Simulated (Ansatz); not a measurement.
Abridged output of a molecular run in Ansatz:

```
Functional definition: HF
864 factors; integrals over basis functions are off by at most 1.2e-3 eV
mean field evaluation 1: about -18982.8561 eV, gradient 3.4e1 eV
mean field evaluation 2: about -18982.9773 eV, gradient 3.4e1 eV
mean field evaluation 4: about -18985.7784 eV, gradient 3.6e0 eV
mean field evaluation 8: about -18985.8336 eV, gradient 3.2e-1 eV
mean field -18985.83411694 eV, -697.7165347369 hartree, gradient 2.7e-6 eV, S^2 0.000000; 0 other end points of the search recorded, 0 dependent functions left out
9 core orbitals not correlated: weight in the atoms' cores, before any rotation towards them, 1.000 or more for the frozen orbitals, at most 0.000 for the correlated occupied ones
reference -18985.83411694 eV, -697.7165347369 hartree; 15, 15 occupied and 65, 65 virtual orbitals, 864 factors
second order -19.86338404 eV of doubles, -0.00000000 eV of singles
cycle   1  -20.25711782 eV  change   -3.9e-1 eV  update   1.0e-1
cycle   2  -20.74483138 eV  change   -4.9e-1 eV  update   2.9e-2
cycle   3  -20.86628303 eV  change   -1.2e-1 eV  update   1.5e-2
cycle   4  -20.85895623 eV  change    7.3e-3 eV  update   3.8e-3
cycle   5  -20.85835386 eV  change    6.0e-4 eV  update   1.7e-3
cycle   6  -20.85878583 eV  change   -4.3e-4 eV  update   5.1e-4
cycle   7  -20.85840308 eV  change    3.8e-4 eV  update   1.7e-4
cycle   8  -20.85836045 eV  change    4.3e-5 eV  update   5.3e-5
cycle   9  -20.85838215 eV  change   -2.2e-5 eV  update   2.0e-5
perturbative correction -0.53534806 eV, -0.0196736782 hartree
Total energy: -19007.22784715 eV, -698.5027398209 hartree
```

Its atoms:

```xyz
8

B     0.389    0.713    0.592
C    -0.241    0.009   -0.631
O    -0.416   -0.905    0.492
F     0.525   -0.590   -1.561
Cl   -1.788    0.406   -1.324
H     1.558    0.548    0.757
H    -0.283    1.416    1.272
H     0.255   -1.597    0.403
```

(1) Which basis set was used?
A. def2-SVPD
B. def2-QZVPP
C. def2-SVP
D. cc-pV(Q+d)Z

(2) Write the keys of the input that set method, charge and spin (a neutral closed shell needs none for the last two).

## Answers

(1) C. It gives 89 functions.

(2) 
```yaml
correlation: {method: ccsd_t}
```
